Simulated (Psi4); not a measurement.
Approach curve of the dimer F4Si ··· H3ClSi (SMILES F[Si](F)(F)F and [SiH3]Cl). Monomers: optimised at B3LYP-D3(BJ) (def2-TZVP), held rigid. Orientation: lowest of the rigid-body minima from ten starts at GFN2-xTB. R is the distance of the centres of mass, along which the second monomer moves.

- SCS-MP2/aug-cc-pVDZ = DF-SCS-MP2/aug-cc-pVDZ, frozen core, counterpoise-corrected (Psi4)
- SAPT0/jun-cc-pVDZ, frozen core (Psi4)

Interaction energies in kJ/mol:

```json
[
 {"R / Å": "3.18", "SCS-MP2/aug-cc-pVDZ": "32.82"},
 {"R / Å": "3.40", "SCS-MP2/aug-cc-pVDZ": "11.53"},
 {"R / Å": "3.57", "SCS-MP2/aug-cc-pVDZ": "3.38"},
 {"R / Å": "3.80", "SCS-MP2/aug-cc-pVDZ": "-1.67"},
 {"R / Å": "4.03", "SCS-MP2/aug-cc-pVDZ": "-3.28"},
 {"R / Å": "4.21", "SCS-MP2/aug-cc-pVDZ": "-3.47"},
 {"R / Å": "4.52", "SCS-MP2/aug-cc-pVDZ": "-2.98"},
 {"R / Å": "4.77", "SCS-MP2/aug-cc-pVDZ": "-2.40"},
 {"R / Å": "5.33", "SCS-MP2/aug-cc-pVDZ": "-1.35"},
 {"R / Å": "5.98", "SCS-MP2/aug-cc-pVDZ": "-0.70"},
 {"R / Å": "6.99", "SCS-MP2/aug-cc-pVDZ": "-0.28"},
 {"R / Å": "8.29", "SCS-MP2/aug-cc-pVDZ": "-0.11"}
]
```

Task: Predict the corresponding SAPT0/jun-cc-pVDZ column.

Result: 3.18: 29.19; 3.40: 9.82; 3.57: 2.51; 3.80: -1.94; 4.03: -3.32; 4.21: -3.44; 4.52: -2.94; 4.77: -2.38; 5.33: -1.37; 5.98: -0.73; 6.99: -0.31; 8.29: -0.13 (kJ/mol).
